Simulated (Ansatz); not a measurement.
Basis-set extrapolation for AlBFH$_{4}$NS, SMILES `B[NH][Al]([F])[SH]` (PBE0-D4/def2-TZVP geometry, frozen core, Ansatz 0.2.0). Multiplicity 1, RHF reference.

```
                      def2-TZVPP   def2-QZVPP
                 HF  -820.644982  -820.672660
    MP2 correlation    -0.815736    -0.883823
CCSD(T) correlation    -0.885788      not run
```

Energies in hartree. Use E(X) = E(∞) + A·exp(−7.88·√X) for Hartree–Fock and E(X) = E(∞) + B·X^(−2.97) for correlation, with X = 3 and 4, and add CCSD(T) minus MP2 of the smaller set to the MP2 limit.

Question: What is the CCSD(T) energy at the basis-set limit?

Answer: HF limit: -820.672660 + (-0.027678) × 0.13774 = -820.67647. MP2 limit: -0.883823 + (-0.068087) × 0.74074 = -0.93426. Higher-order term: -0.885788 − (-0.815736) = -0.07005. Total: -821.68078 hartree, 4.08 eV below CCSD(T)/def2-TZVPP.
